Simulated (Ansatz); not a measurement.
Total energies of Ge(OEt)2Me2 (C6H16GeO2) from Ansatz at PBE0-D4/def2-TZVP, gas phase (1 Eh = 27.2114 eV = 2625.5 kJ/mol). The reference geometry is relaxed at PBE-D4/def2-SVP.

Cartesian coordinates in Å:
```
Ge 0.045 -0.822 0.724
O 1.371 0.353 1.033
C 1.220 1.708 0.626
C 2.566 2.408 0.737
H 0.845 1.765 -0.424
H 0.468 2.234 1.266
H 2.484 3.474 0.441
H 2.944 2.361 1.778
H 3.312 1.916 0.081
O -0.237 -0.700 -1.059
C -1.519 -0.754 -1.659
C -1.467 -0.055 -3.011
H -1.843 -1.816 -1.800
H -2.301 -0.273 -1.021
H -2.446 -0.120 -3.530
H -1.204 1.016 -2.888
H -0.696 -0.522 -3.657
C -1.581 -0.315 1.702
H -2.391 -1.053 1.545
H -1.940 0.682 1.377
H -1.347 -0.270 2.784
C 0.813 -2.554 1.175
H 1.127 -2.566 2.236
H 1.699 -2.733 0.536
H 0.075 -3.362 1.006
```

```json
{"state": "charge 0 singlet", "geometry": "reference", "energy (Eh)": "-2465.22541"}
{"state": "charge 1 doublet", "geometry": "reference", "energy (Eh)": "-2464.89249"}
{"state": "charge 1 doublet", "geometry": "relaxed at PBE-D4/def2-SVP", "energy (Eh)": "-2464.90337"}
{"state": "charge -1 doublet", "geometry": "reference", "energy (Eh)": "-2465.15817"}
{"state": "free Ge atom (triplet)", "geometry": "–", "energy (Eh)": "-2076.65516"}
{"state": "free O atom (triplet)", "geometry": "–", "energy (Eh)": "-75.01860"}
{"state": "free C atom (triplet)", "geometry": "–", "energy (Eh)": "-37.80537"}
{"state": "free H atom (doublet)", "geometry": "–", "energy (Eh)": "-0.50104"}
```

Q: Work out the vertical ionisation energy to the doublet.

A: E(charge 1 doublet) − E(charge 0 singlet) = -2464.89249 − (-2465.22541) = 0.33292 Eh = 9.06 eV. For comparison, −ε of the highest occupied level is 7.38 eV at this level, 1.68 eV less.

Q: Work out the vertical electron affinity, to the doublet.

A: E(charge 0 singlet) − E(charge -1 doublet) = -2465.22541 − (-2465.15817) = -0.06724 Eh = -1.83 eV; negative, so the extra electron isn't bound. The basis lacks diffuse functions, which makes affinities too small.

Q: Give the fundamental gap IE − EA, the Mulliken electronegativity (IE + EA)/2 and the hardness (IE − EA)/2.

A: From the values in Eh: IE − EA = 0.33292 − (-0.06724) = 0.40016 Eh = 10.89 eV; (IE + EA)/2 = 3.61 eV; (IE − EA)/2 = 5.44 eV. The HOMO–LUMO gap of the same run is 8.05 eV, 2.84 eV smaller than the fundamental gap.

Q: How much does the charge 1 doublet relax, and what is the adiabatic ionisation energy?

A: Relaxation: -2464.89249 − (-2464.90337) = 0.01088 Eh = 0.30 eV. Adiabatic ionisation energy: 0.32204 Eh = 8.76 eV, without zero-point energy. 

Q: What is the binding energy per atom against free atoms?

A: Atoms: 1 × (-2076.65516) + 2 × (-75.01860) + 6 × (-37.80537) + 16 × (-0.50104) = -2461.54122 Eh. Binding: -2461.54122 − (-2465.22541) = 3.68419 Eh = 100.25 eV, or 4.01 eV for each of 25 atoms (no zero-point energy, no counterpoise term).

At PBE0-D4/def2-TZVP the highest occupied level of the charge -1 doublet lies above zero (up to 3.05 eV). By energy differences it is unbound by 1.83 eV (vertical, to the charge 0 singlet, at PBE0-D4/def2-TZVP) and held by the finite basis.
